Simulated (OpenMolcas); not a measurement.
**What dynamic correlation does to the levels of Ir7+**

| Property | Result |
| --- | --- |
| Program | OpenMolcas |
| Basis | ANO-RCC-VTZP [8s7p5d3f1g] |
| Scalar Hamiltonian | DKH2, point nucleus |
| Active space | 2 electrons in 10 orbitals (5d 6d) |
| State averaging | 2S+1 = 3 even, 10 roots; 2S+1 = 1 even, 15 roots |
| Spin-orbit coupling | state interaction with AMFI integrals over the reference wave functions, term energies averaged over their components |

Methods on the same reference wave functions:
A. CASSCF
B. SS-CASPT2, IPEA 0.25 Eh, imaginary shift 0.1 Eh (closed shells correlated: 5s 5p)
C. XMS-CASPT2, IPEA 0.25 Eh, imaginary shift 0.1 Eh (closed shells correlated: 5s 5p)

Energies in cm-1 above 5d2 3F2, the measured ground level; measured values from van het Hof, Joshi, Wyart and Sugar, J. Res. Natl. Inst. Stand. Technol. 100, 687 (1995).

```tsv
Level	A	B	C	Measured
5d2 3F2	0.0	0.0	0.0	0.0
5d2 3F3	12789	13130	13080	12672
5d2 3P0	19820	18050	18080	17254
5d2 3F4	22437	22390	22340	21615
5d2 3P1	27684	26270	26240	25221
5d2 1G4	38870	37560	37500	36253
5d2 3P2 [55 %]	41725	39990	40090	
5d2 1S0	71070	66450	66890	65022
```

Deviations, from unrounded energies. A percentage is the sum of absolute deviations over the sum of measured energies, with the sign that they share, or ± where signs differ.

```tsv
Against measurement	Levels	A	B	C
mean absolute deviation (cm-1)	6	2400	970	1000
fine structure of the ground term (%)	2	+2.7	+3.6	+3.3
other terms of the ground configuration (%)	4	+9.5	+3.2	+3.5
```

B, C lie about equally close to measurement and A furthest from it. The largest miss of B in the table is 5d2 1S0, by +1400 cm-1. The ranking rests on the paired levels alone, and a cruder setting can come out closer through cancelling errors.

Between B and C the level of the table that moves most is 5d2 1S0, by 430 cm-1 (lowest in B, highest in C). Moves below CASPT2's spread within the term are not significant.

The mean deviations of B to C differ by less than CASPT2's widest spread within a term (560 cm-1), so their order carries little weight.

From A to B the spin-free energies of the other terms of 5d2 shown, above 3F, scale by factors of 0.88 to 0.90, as is usual when dynamic correlation screens the repulsion within a d or f shell.

The lowest spin-free term lies below A's lowest term by 0.209 hartree in B, 0.211 hartree in C.

Term energies are means over components that CASPT2 splits; among the terms shown or strongly mixed into the levels shown the widest spread is 560 cm-1 (5d2 3F, B). Active for correlation alone: 6d; no level in the range computed is led by a configuration that fills it, so any true level of that kind is missing. Without dynamic correlation excited terms often stand tens of per cent too high (terms of higher spin than the ground term too low), and those without a measured partner can miss by more than the paired ones (holds for A). Computed and measured levels are paired by configuration, term and J; levels that our copy of the source lacks, or whose pairing is in doubt (as where it misses far off the trend of its configuration), stay unpaired and out of the deviations. Only configurations of the active space appear. The table leaves out levels that lie high or whose names do not pair safely across all columns.

A share in square brackets marks a mixed level and gives the weight of the term that names it, the lowest over the columns.
